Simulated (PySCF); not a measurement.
B3LYP has the VWN-RPA correlation part, as in Gaussian. Excitations are Tamm–Dancoff values on a coarser integration grid. The basis has no diffuse functions, so Rydberg states are missing or too high.

Cartesian coordinates (Å):
SMILES: Bc1cc2cccc(B)c2s1
```xyz
19

B      3.7871     0.6683    -0.2776
C      2.2988     0.3551    -0.1521
C      1.7270    -0.8369     0.2426
C      0.3043    -0.8129     0.2579
C     -0.5979    -1.8392     0.6042
C     -1.9604    -1.6061     0.5507
C     -2.4458    -0.3499     0.1525
C     -1.6027     0.7117    -0.2041
B     -2.1912     2.0658    -0.6319
C     -0.2094     0.4501    -0.1421
S      1.0695     1.5443    -0.5165
H      4.5852    -0.1992    -0.0101
H      4.1717     1.7558    -0.6357
H      2.3250    -1.7087     0.5148
H     -0.2114    -2.8140     0.9131
H     -2.6614    -2.3995     0.8185
H     -3.5258    -0.1840     0.1162
H     -1.4718     2.9869    -0.9406
H     -3.3907     2.2124    -0.6601
```
Charge 0, spin multiplicity 1.

### Question
Predict the S1 oscillator strength, HOMO and S1 excitation (TDA) from B3LYP-D3(BJ)/def2-TZVP // PBE0-D4/def2-SVP (PySCF).

### Answer

* **S1 oscillator strength**: 0.067
* **HOMO**: -6.62 eV
* **S1 excitation (TDA)**: 3.45 eV
